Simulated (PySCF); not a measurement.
Polarisability and C₆ of Cr⁺ (chromium, charge +1)

[Ar] 3d4 4s1, high-spin 6D determinant (an excited configuration). All numbers are calculated (PySCF 2.14, scalar relativity by spin-free X2C-1e, in x2c-TZVPPall with one added diffuse shell each of s, p, d, f type (7s6p5d3f1g, 80 functions)). Coupled (time-dependent) response in atomic units; α is the mean over directions.

| method | mean α (bohr³) | α xx, yy, zz | C₆ (like pair) | S(−4) |
| --- | --- | --- | --- | --- |
| revPBE | 33.80 | 34.16, 34.16, 33.07 | 190.0 | 910.5 |

S(−4) is the Cauchy moment in α(ω) = α(0) + S(−4) ω² + …

α(iu) at revPBE:

| u (hartree) | α(iu) (bohr³) |
| --- | --- |
| 0 | 33.80 |
| 0.0500 | 31.68 |
| 0.100 | 26.85 |
| 0.200 | 17.43 |
| 0.300 | 11.74 |
| 0.500 | 6.609 |
| 0.750 | 4.156 |
| 1.00 | 3.006 |
| 1.50 | 1.895 |
| 2.00 | 1.337 |
| 3.00 | 0.7721 |
| 5.00 | 0.3499 |

A single London oscillator, α(iu) = α/(1 + u²/ω²), gives C₆ = (3/4) ω α². Matching the computed C₆ needs ω = 4 × 190.0 / (3 × 33.80²) = 0.222 hartree.

For an ion, C₆ is the dispersion term alone; charge-induced terms of lower order in 1/R come first.

The components differ because the open shell of this determinant is not spherical; for a pure term their mean is the scalar polarisability.
